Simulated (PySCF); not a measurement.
# Basis and Hamiltonian dependence of the excitation energy of C

C [He] 2s2 2p2 (3P) → C [He] 2s2 2p1 3s1, s spin flipped. Calculated with PySCF 2.14 from differences of total energies of unrestricted determinants, without spin-orbit coupling. Values in eV.

| basis | Hamiltonian | functions | UHF | LDA | PBE0 | MP2 (valence) |
| --- | --- | --- | --- | --- | --- | --- |
| aug-cc-pVDZ-DK | spin-free X2C | 23 | 7.869 | 8.268 | 8.136 | 8.013 |
| aug-cc-pwCVDZ | non-relativistic | 27 | 7.863 | 8.256 | 8.118 | 8.009 |
| def2-TZVPPD | non-relativistic | 37 | 7.691 | 8.140 | 7.988 | 7.964 |
| aug-cc-pVTZ with one added diffuse shell each of s, p, d, f type | non-relativistic | 62 | 7.348 | 7.921 | 7.775 | 7.673 |
| dyall-av3z | non-relativistic | 71 | 7.539 | 8.037 | 7.880 | 7.821 |
| x2c-QZVPPall with one added diffuse shell each of s, p, d, f type | spin-free X2C | 73 | 7.605 | 8.083 | 7.923 | 7.904 |
| dyall-acv3z | spin-free X2C | 76 | 7.534 | 8.032 | 7.875 | 7.816 |
| dyall-acv3z | non-relativistic | 76 | 7.539 | 8.037 | 7.880 | 7.821 |
| aug-cc-pVQZ with one added diffuse shell each of s, p, d, f, g type | non-relativistic | 105 | 7.348 | 7.923 | 7.776 | 7.695 |
| aug-cc-pV5Z | non-relativistic | 127 | 7.556 | 8.050 | 7.891 | 7.875 |

Task: Estimate the row for aug-cc-pCVTZ-DK (spin-free X2C, 59 functions).

Result: From the rows with the same Hamiltonian and similar size; the calculation gives UHF 7.70; LDA 8.15; PBE0 7.99; MP2 (valence) 7.96 (eV).

Frozen in the all-electron rows: valence: 1s2.

In the upper determinant the s electron has its spin opposite to the other open shell, which mixes two multiplicities.
